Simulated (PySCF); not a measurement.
**Fractional electron number in Ni⁺ (nickel, charge +1)**

The 3d beta orbital of [Ar] 3d9 is emptied in steps (occupation f), with all orbitals relaxed, ending at [Ar] 3d8. All numbers are calculated (PySCF 2.14, scalar relativity by spin-free X2C-1e, in aug-cc-pVTZ-DK). The exact energy is a straight line in f; departures are measured from the line between the end points of the same method.

```tsv
f	PBE0 (eV)	LC-wPBE (eV)
1	0.000	0.000
0.8	-0.682	-0.285
0.6	-1.040	-0.445
0.4	-1.056	-0.462
0.2	-0.714	-0.318
0	0.000	0.000
```

```json
{"method": "PBE0", "E(f=0) − E(f=1) (eV)": "18.185", "−ε at f=1 (eV)": "14.014", "−ε at f=0.4 (eV)": "18.990"}
{"method": "LC-wPBE", "E(f=0) − E(f=1) (eV)": "18.607", "−ε at f=1 (eV)": "16.921", "−ε at f=0.4 (eV)": "18.913"}
```

Orbital energy along the path (eV):

| f | PBE0 | LC-wPBE |
| --- | --- | --- |
| 1 | -14.014 | -16.921 |
| 0.8 | -15.565 | -17.472 |
| 0.6 | -17.235 | -18.149 |
| 0.4 | -18.990 | -18.913 |
| 0.2 | -20.816 | -19.750 |
| 0 | -22.699 | -20.652 |

Reference removal energy between the ground levels: 18.169 eV (measured; NIST Atomic Spectra Database, ionization energies). The calculation has no spin-orbit coupling. The determinant left behind need not be the lowest term of the ion.
